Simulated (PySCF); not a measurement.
C9H11Cl, SMILES CC(C)c1ccc(Cl)cc1, GFN2-xTB optimised geometry.

```
21

C     -2.03    -2.15     1.25
C     -1.15    -2.04     0.00
C     -2.00    -2.17    -1.27
C     -0.39    -0.74     0.00
C     -1.05     0.49     0.00
C     -0.34     1.68     0.00
C      1.04     1.65     0.00
Cl     1.93     3.14     0.00
C      1.72     0.45     0.00
C      1.00    -0.74     0.00
H     -2.80    -1.38     1.25
H     -2.52    -3.12     1.28
H     -1.43    -2.04     2.15
H     -0.43    -2.86     0.02
H     -1.36    -2.09    -2.15
H     -2.49    -3.14    -1.29
H     -2.75    -1.39    -1.32
H     -2.12     0.52     0.00
H     -0.86     2.62     0.00
H      2.80     0.43     0.00
H      1.54    -1.68     0.00
```

Density from PBE/def2-SVP (PySCF 2.14.0) at that geometry.

Minimum of the electron density along straight lines between bonded atoms, close to the bond critical point (lines longer than 1.1 times the sum of covalent radii, or with two minima, are not listed):

```
bond     length / Å  ρ at the minimum / e bohr⁻³  ∇²ρ there / e bohr⁻⁵  position (fraction from the first atom)
-------  ----------  ---------------------------  --------------------  ---------------------------------------
C1–C2         1.530                        0.239                 -0.51                                     0.50
C2–C3         1.530                        0.239                 -0.51                                     0.50
C2–C4         1.509                        0.251                 -0.56                                     0.49
C4–C5         1.390                        0.306                 -0.74                                     0.50
C5–C6         1.382                        0.309                 -0.76                                     0.50
C6–C7         1.385                        0.309                 -0.77                                     0.49
C7–Cl8        1.731                        0.198                 -0.26                                     0.42
C7–C9         1.384                        0.310                 -0.77                                     0.51
C4–C10        1.389                        0.307                 -0.75                                     0.50
C9–C10        1.384                        0.308                 -0.76                                     0.50
C1–H11        1.087                        0.274                 -0.99                                     0.63
C1–H12        1.088                        0.274                 -0.99                                     0.63
C1–H13        1.088                        0.275                 -0.99                                     0.63
C2–H14        1.096                        0.274                 -0.97                                     0.62
C3–H15        1.088                        0.275                 -0.99                                     0.63
C3–H16        1.088                        0.274                 -0.99                                     0.63
C3–H17        1.087                        0.274                 -0.99                                     0.63
C5–H18        1.079                        0.281                 -1.05                                     0.63
C6–H19        1.079                        0.282                 -1.06                                     0.64
C9–H20        1.079                        0.282                 -1.06                                     0.64
C10–H21       1.081                        0.280                 -1.04                                     0.63
```
